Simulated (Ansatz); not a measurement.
Consider the substitution at a C–Si bond: `C#C[SiH2]C(=O)O` + `O[SiH3]` → `O=C(O)O[SiH3]` + `C#C[SiH3]`.

Computed with Ansatz on PBE0-D4/def2-TZVP structures; ΔE is electronic, products minus reactants. CBS: MP2 limit from def2 TZ/QZ plus the TZ coupled-cluster correction, frozen cores. DFT in def2-TZVPP. B3LYP here is the variant with VWN-RPA as its local correlation; programs differ in this. HSE06 is defined as in plane-wave codes. One conformer a species, not always the lowest.

```
             level  ΔE (kcal/mol)  difference from CCSD(T)/CBS
       LDA (SPW92)           -5.8                         -3.2
            PBE-D4           -2.6                          0.0
         revPBE-D4           -2.4                          0.2
           BLYP-D4           -1.6                          1.0
            B97M-V           -5.5                         -2.9
           PBE0-D4           -4.7                         -2.1
          B3LYP-D4           -3.5                         -0.9
        r2SCANh-D4           -5.2                         -2.6
        r2SCAN0-D4           -6.0                         -3.4
          HSE06-D4           -4.7                         -2.1
      CAM-B3LYP-D4           -4.9                         -2.3
           ωB97X-V           -5.4                         -2.8
           ωB97M-V           -4.4                         -1.8
            B2PLYP           -3.5                         -0.9
          PBE-QIDH           -5.4                         -2.8
               PBE           -2.7                         -0.1
            revPBE           -1.8                          0.8
            r2SCAN           -4.7                         -2.1
             B3LYP           -3.6                         -1.0
           r2SCANh           -5.3                         -2.7
             HSE06           -4.8                         -2.2
             BHLYP           -6.1                         -3.5
         CAM-B3LYP           -5.0                         -2.4
           LC-ωPBE           -5.5                         -2.9
RPA@PBE/def2-TZVPP           -4.1                         -1.5
       HF/def2-SVP          -14.2                        -11.6
      MP2/def2-SVP           -9.7                         -7.1
     CCSD/def2-SVP          -10.7                         -8.1
  CCSD(T)/def2-SVP          -10.4                         -7.8
     HF/def2-TZVPP           -9.5                         -6.9
    MP2/def2-TZVPP           -3.2                         -0.6
SCS-MP2/def2-TZVPP           -3.7                         -1.1
   CCSD/def2-TZVPP           -4.8                         -2.2
CCSD(T)/def2-TZVPP           -4.1                         -1.5
     HF/def2-QZVPP           -9.4                         -6.8
    MP2/def2-QZVPP           -2.3                          0.3
SCS-MP2/def2-QZVPP           -2.8                         -0.2
      HF/CBS(def2)           -9.4                         -6.8
     MP2/CBS(def2)           -1.7                          0.9
    CCSD/CBS(def2)           -3.3                         -0.7
       CCSD(T)/CBS           -2.6                            0
```

Largest T1 diagnostic among the species: 0.016.

From r2SCAN to r2SCAN0 (25 % exact exchange), in def2-TZVPP and without D4, ΔE moves by −1.4 kcal/mol. Leaving LDA and LC-ωPBE aside and taking each functional with its dispersion term where it has one, the values spread over 4.4 kcal/mol, from r2SCAN0-D4 to BLYP-D4. LDA lies −3.1 kcal/mol from PBE without D4. In def2-TZVPP, CCSD(T) changes the Hartree–Fock value by +5.5 kcal/mol (the triples alone add +0.7 kcal/mol) and MP2 by +6.3 kcal/mol.
